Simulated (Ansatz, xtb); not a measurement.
## Two structures of FH5Si3

Structure a: a singlet given by its coordinates. Structure b: a singlet given by its coordinates. Both are isolated molecules in the gas phase, relaxed with PBE0-D3(BJ)/def2-SVP.

a (Å):

```xyz
9

F     1.4072    1.8565   -1.4425
Si    1.8524    1.1122   -0.0611
Si    0.1114   -0.3420    0.4285
Si   -1.3056   -0.6109   -1.1602
H     2.0479    2.1552    0.9871
H     3.1506    0.4152   -0.2967
H     0.2578   -1.3681    1.4987
H    -1.4079    0.3923   -2.2518
H    -2.4562   -1.5518   -1.0874
```

Close contacts (Å): F1–Si2 1.63, Si2–Si3 2.32, Si3–Si4 2.15, Si2–H5 1.49, Si2–H6 1.49, Si3–H7 1.49, Si4–H8 1.49, Si4–H9 1.49.

b (Å):

```yaml
atoms:
  - { symbol: F, position_ang: [1.7318, 2.5168, 1.8305] }
  - { symbol: Si, position_ang: [1.3596, 1.6064, 0.5387] }
  - { symbol: Si, position_ang: [0.5786, -0.4254, 0.6028] }
  - { symbol: Si, position_ang: [-0.3375, -0.7078, -1.5289] }
  - { symbol: H, position_ang: [2.2018, 2.1037, -0.5868] }
  - { symbol: H, position_ang: [-0.3753, -0.6211, 1.7395] }
  - { symbol: H, position_ang: [0.5163, 0.0697, -2.4813] }
  - { symbol: H, position_ang: [-1.7523, -0.2379, -1.6388] }
  - { symbol: H, position_ang: [-0.2899, -2.1495, -1.9213] }
```

Close contacts (Å): F1–Si2 1.62, Si2–Si3 2.18, Si3–Si4 2.34, Si2–H5 1.49, Si3–H6 1.50, Si4–H7 1.50, Si4–H8 1.49, Si4–H9 1.49.

Quicker runs give these differences E(b) − E(a): GFN2-xTB +1.99 kcal/mol; HF/STO-3G −4.88 kcal/mol (at GFN2-xTB geometries); r2SCAN-D4/def2-SVP +2.24 kcal/mol (at GFN2-xTB geometries).

Question: Estimate E(b) − E(a) at the level CCSD(T)/def2-SVP + ΔMP2/def2-TZVPP.

Answer: Calculated at CCSD(T)/def2-SVP + ΔMP2/def2-TZVPP: E(b) − E(a) = +1.80 kcal/mol, so structure a lies lower.

The same difference at several levels:

```tsv
level	geometry	E(b) − E(a) (kcal/mol)	departure from the last row (kcal/mol)	job, with rough time for the two
GFN2-xTB	GFN2-xTB	+1.99	+0.19	optimisation, 0.64 s
HF/STO-3G	GFN2-xTB	−4.88	−6.68	single point, 1.2 s
r2SCAN-D4/def2-SVP	GFN2-xTB	+2.24	+0.44	single point, 6.3 s
PBE0-D3(BJ)/def2-SVP	PBE0-D3(BJ)/def2-SVP	+2.05	+0.25	optimisation, 3.7 min
HF/def2-SVP	PBE0-D3(BJ)/def2-SVP	+6.21	+4.41	part of the CCSD(T) run
MP2/def2-SVP	PBE0-D3(BJ)/def2-SVP	+3.20	+1.40	part of the CCSD(T) run
CCSD(T)/def2-SVP	PBE0-D3(BJ)/def2-SVP	+3.21	+1.41	single point
CCSD(T)/def2-SVP + ΔMP2/def2-TZVPP	PBE0-D3(BJ)/def2-SVP	+1.80		single point, 81 s
```

HF/STO-3G puts the two in the other order. The largest departure from CCSD(T)/def2-SVP + ΔMP2/def2-TZVPP is that of HF/STO-3G, 6.68 kcal/mol. The last row adds to CCSD(T) the change of the MP2 difference between the two basis sets, here −1.41 kcal/mol.

With harmonic frequencies from PBE0-D3(BJ)/def2-SVP (ideal gas, rigid rotor, one conformer each, 298.15 K, 1 atm): on the last row, ΔE + ΔZPE = +1.74 kcal/mol. A mode under 50 cm⁻¹ makes harmonic enthalpies and free energies unreliable, so none is given.

The correlated steps freeze 16 core orbitals. Codes used: Ansatz 0.2.0, xtb 6.7.1; the last row on 1 thread of Intel(R) Xeon(R) Processor @ 2.50GHz (Skylake/Cascade Lake) on a shared host.
